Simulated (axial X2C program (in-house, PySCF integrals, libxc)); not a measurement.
**Working with the constants of Be₂⁻**

A bond curve at the CCSD(T) level, with spin–orbit coupling, was computed with an in-house relativistic program for diatomic molecules (basis Be dyall-av3z [9s9p4d2f] (cores contracted in-house)) for the state Ω = 1/2 (⟨Sz⟩ = -0.50, ⟨Lz⟩ = 1.00 at HF). Its fit gives Re = 2.2302 Å, ωe = 441.0 cm⁻¹, ωexe = 8.39 cm⁻¹ and αe = 1.735e-02 cm⁻¹; the masses are 9.0122 and 9.0122 u. Two-component means X2C with spin–orbit coupling and atomic mean-field Coulomb and Gaunt terms.

Correlated methods: 5 electrons correlated (number of frozen shells: Be 1 s), 219 virtual spin orbitals or spinors in MP2, 90 natural virtuals in coupled cluster.

(1) Find the reduced mass, Be and the force constant.

(2) A Morse curve ties αe to the other constants (Pekeris). How well does that hold?

(3) Where do the fundamental and the first overtone lie?

(4) Estimate the centrifugal constant by the Kratzer relation.

The state is a single determinant with fixed occupations, the lowest that a limited PBE0 search found. CCSD and (T) use frozen natural virtuals with an MP2 correction for the truncation; (T) itself is uncorrected, so its De runs slightly low. Other states lie close and PBE0, whose exact exchange favours high spin, may order them wrongly; the determinant shown need not be the ground state. The nearest other 2c determinant of the search, Ω = 3/2, lies 0.00 eV up at the distance of the search.

Answers

(1) From the CCSD(T) values: μ = 4.5061 u. Be = 16.8576/(μ Re²) = 0.7522 cm⁻¹. k = 5.8918×10⁻⁷ μ ωe² = 0.516 mdyn/Å.

(2) αe(Morse) = 6Be²/ωe × (√(ωexe/Be) − 1) = 1.801e-02 cm⁻¹; the CCSD(T) curve gives 1.735e-02 cm⁻¹, a ratio of 1.04.

(3) ν(1←0) = ωe − 2ωexe = 424.2 cm⁻¹; ν(2←0) = 2ωe − 6ωexe = 831.7 cm⁻¹.

(4) D = 4Be³/ωe² = 8.75e-06 cm⁻¹.
